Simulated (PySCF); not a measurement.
# One molecule, a ladder of functionals, a line

Molecule: `CO[SiH]1CC1`, C₃H₈OSi.

Geometry (Å), atoms numbered from 1 in this order:
```xyz
13

C     2.026    1.199    0.405
O     1.101    0.286    0.929
Si    0.125   -0.710    0.034
C    -1.581   -1.006    0.640
C    -1.486   -0.087   -0.620
H     2.504    1.733    1.240
H     1.545    1.948   -0.250
H     2.822    0.696   -0.175
H     0.885   -1.749   -0.705
H    -1.904   -0.512    1.563
H    -2.061   -1.981    0.500
H    -1.907   -0.486   -1.550
H    -1.762    0.962   -0.460
```

GIAO shieldings (ppm, equivalent atoms averaged) in PySCF 2.14 on the PBE0-D3(BJ)/def2-SVP geometry, basis pcSseg-2, gas phase, non-relativistic:

```tsv
functional	exact exchange (%)	σ(C1)	σ(C4/C5)	σ(O2)	σ(Si3)
BLYP	0	116.6	178.1	313.7	376.4
BP86	0	120.9	181.7	319.2	383.8
PBE	0	121.2	182.3	318.8	384.7
B3LYP	20	122.5	183.4	325.9	390.6
PBE0	25	127.9	188.3	332.8	402.3
BHandHLYP	50	129.9	190.1	339.9	411.5
HF	100	140.9	199.6	357.6	448.4
```

**Question.** Fit each shielding as a line in the percentage of exact exchange.

**Answer.** σ(C1) = 119.8 + 0.21 x (rms 1.8 ppm); σ(C4/C5) = 181.0 + 0.19 x (rms 1.7 ppm); σ(O2) = 318.3 + 0.41 x (rms 2.5 ppm); σ(Si3) = 381.3 + 0.66 x (rms 3.5 ppm). The functionals also differ in their semilocal parts, which the line can't hold; Hartree–Fock has no correlation at all.

**Question.** What does the line predict for mPW1PW91 (25 %), and what does the run give?

**Answer.** σ(C1): 125.0 predicted, 127.3 computed; σ(C4/C5): 185.8 predicted, 187.5 computed; σ(O2): 328.6 predicted, 332.4 computed; σ(Si3): 397.8 predicted, 401.4 computed ppm.
